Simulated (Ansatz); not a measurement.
```yaml
crystal:
  periodic: [false, false, false]
  atoms:
    - {symbol: C, position_ang: [-0.798583, -2.140084, -1.654741]}
    - {symbol: C, position_ang: [-1.936787, -1.883251, -0.381763]}
    - {symbol: O, position_ang: [-1.294156, 0.647010, 0.901532]}
    - {symbol: Sb, position_ang: [-1.294156, 0.597010, 0.601532]}
    - {symbol: Si, position_ang: [-0.810913, 0.115193, 3.109985]}
    - {symbol: O, position_ang: [0.711078, 1.091234, 0.410201]}
    - {symbol: C, position_ang: [1.149988, 1.329185, -0.821229]}
    - {symbol: C, position_ang: [2.148263, 2.368789, -0.705859]}
    - {symbol: H, position_ang: [-1.494849, -2.635848, -2.694143]}
    - {symbol: H, position_ang: [0.151200, -2.360306, -1.388014]}
    - {symbol: H, position_ang: [-0.621976, -1.076663, -2.103422]}
    - {symbol: H, position_ang: [-2.779098, -1.595286, -0.648548]}
    - {symbol: H, position_ang: [-1.947080, -2.991065, -0.444390]}
    - {symbol: H, position_ang: [0.359993, -0.790091, 3.521438]}
    - {symbol: H, position_ang: [-1.956804, -0.246399, 3.891805]}
    - {symbol: H, position_ang: [-0.371317, 1.254528, 3.938500]}
    - {symbol: H, position_ang: [1.467852, 0.543736, -1.195476]}
    - {symbol: H, position_ang: [0.343279, 1.794661, -1.266245]}
    - {symbol: H, position_ang: [1.649503, 3.471015, -0.018392]}
    - {symbol: H, position_ang: [2.711071, 2.781899, -1.919804]}
    - {symbol: H, position_ang: [3.081037, 2.233711, -0.032943]}
basis:
  gaussian: {orbitals: def2-SVP, fitting: {mean_field: def2-universal-jkfit}}
hamiltonian: {xc: {name: revPBE0}}
```

```sh
$ ansatz run in.yaml --threads 4 --pin off --events-out ev --progress --plain --max-ram 46080MiB --backend cpu
```

Output, abridged:

```
Functional definition: revPBE0
1034 factors; integrals over basis functions are off by at most 3.8e-1 eV
mean field evaluation 1: about -19497.3978 eV, gradient 1.5e2 eV
mean field evaluation 2: about -18755.1688 eV, gradient 5.2e2 eV
mean field evaluation 4: about -19528.9531 eV, gradient 6.7e1 eV
mean field evaluation 8: about -19542.8160 eV, gradient 9.4e-1 eV
mean field evaluation 16: about -19542.8158 eV, gradient 1.5e-3 eV
mean field -19542.81577168 eV, -718.1852330130 hartree, gradient 8.1e-5 eV, S^2 0.000000; 0 other end points of the search recorded, 0 dependent functions left out
reference -19542.81581841 eV, -718.1852347302 hartree; 45, 45 occupied and 148, 148 virtual orbitals, 1034 factors
Total energy: -19542.81581841 eV, -718.1852347302 hartree
```

Q: Something in this input is off. What?

A: One atom was put on top of another. The run converged. The result belongs to that input, not to the molecule as meant.
